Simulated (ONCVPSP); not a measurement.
**What the settings do to the ONCV potential of cerium (Ce)**

Base potential:

ONCVPSP 4.0.1 input, shortened (lines: element, Z, core and valence counts, functional; n l f; lmax; l rc ep ncon nbas qcut; lloc lpopt rc5 dvloc0; l nproj debl; icmod fcfact rcfact), PBE, scalar-relativistic:

```
  Ce 58.00   10    5        4      upf
    1    0    2.00
    2    0    2.00
    2    1    6.00
    3    0    2.00
    3    1    6.00
    3    2   10.00
    4    0    2.00
    4    1    6.00
    4    2   10.00
    4    3    1.00
    5    0    2.00
    5    1    6.00
    5    2    1.00
    6    0    1.00
    6    1    1.00
    2
    0    2.90    0.00    4    8    4.90
    1    2.70    0.00    4    8    6.20
    2    3.20    0.00    5   10    5.40
    4    5    2.65   -1.00
    0    2    0.60
    1    2    0.30
    2    3    2.00
    3    2.25    1.05
```

Cutoffs, loose and tight: the cutoffs (Ha) at which the residual kinetic energy of the hardest occupied pseudo-wave falls to 1 and 0.1 mHa per electron. They do not see the model core or the augmentation charge, which bear on the density cutoff. Test errors are all-electron minus pseudo excitation energies from the reference, over the configurations 5s2 5p6 5d1 6s2 6p0; 5s2 5p6 5d1 6s1 6p0; 5s2 5p6 5d1 6s0 6p0; 5s2 5p6 5d0 6s0 6p0. A dash means not determined; rows that change the core or the reference have their own tests.

```tsv
change	outcome	cutoff, loose	cutoff, tight	bound ghosts	GHOST(+) flags above zero	largest test error (meV)
base	generated	8.0 Ha	11 Ha	none	none	-20
reference 5s2 5p6 5d1 6s1.5; wave 5p+6p: rc 2.70 bohr, ncon 4, nbas 8, qcut 6.2 1/bohr, 2 projectors becomes 5p: rc 2.70 bohr, ncon 4, nbas 8, qcut 6.2 1/bohr, 2 projectors, debl 0.3 Ha	generated, projector energies reset by the program	7.5 Ha	11 Ha	none	none	-3.6
all radii but the core radius scaled by about 1.30 (s 3.76, p 3.50, d 4.14 bohr); local potential polynomial inside 3.42 bohr (lpopt 5, dvloc0 -1 Ha)	generated	5.5 Ha	6.7 Ha	none	none	+10
d: nproj 2	generated	8.0 Ha	11 Ha	none	none	-20
core correction Teter function, fcfact 3.1, rcfact 1.05	generated	8.0 Ha	11 Ha	none	none	-20
core correction Teter function, fcfact 1.75, rcfact 1.15	generated	8.0 Ha	11 Ha	none	none	-20
d: qcut 8.1	generated	16 Ha	20 Ha	none	none	-23
local potential polynomial inside 2.65 bohr (lpopt 5, dvloc0 8.5 Ha)	generated	8.0 Ha	11 Ha	none	none	-20
core [Kr] 4d10 5s2, valence charge 10; reference 4f1 5p6 5d1 6s2; waves now 6s: rc 3.85 bohr, ncon 4, nbas 7, qcut 1.9 1/bohr, 1 projector; 5p: rc 2.90 bohr, ncon 5, nbas 9, qcut 4.7 1/bohr, 2 projectors, debl 0.7 Ha; 5d: rc 3.85 bohr, ncon 4, nbas 9, qcut 4.3 1/bohr, 2 projectors, debl 4 Ha; 4f: rc 1.50 bohr, ncon 4, nbas 9, qcut 12.6 1/bohr, 3 projectors, debl 2.4 Ha; local potential polynomial inside 1.40 bohr (lpopt 3, dvloc0 -1 Ha)	failed: ERROR pspot: first pseudo wave function has node, program will stop	–	–	–	–	–
local potential polynomial inside 1.75 bohr (lpopt 5, dvloc0 -1 Ha)	generated	8.0 Ha	11 Ha	none	s	-20
```

**Question.** What comes out with this change to the base: core correction Teter function, fcfact 2.25, rcfact 1.54?

**Answer.** outcome: generated; cutoff, loose: 8.0 Ha; cutoff, tight: 11 Ha; bound ghosts: none; GHOST(+) flags above zero: none; largest test error (meV): -31.

**Question.** What comes out with this change to the base: s: rc 2.24; local potential polynomial inside 2.24 bohr (lpopt 5, dvloc0 -1 Ha)?

**Answer.** outcome: generated; cutoff, loose: 9.2 Ha; cutoff, tight: 11 Ha; bound ghosts: none; GHOST(+) flags above zero: s; largest test error (meV): -22.

**Question.** What comes out with this change to the base: s: qcut 4.1; p: qcut 5.2; d: qcut 4.5?

**Answer.** outcome: generated; cutoff, loose: 6.2 Ha; cutoff, tight: 7.7 Ha; bound ghosts: none; GHOST(+) flags above zero: none; largest test error (meV): -16.
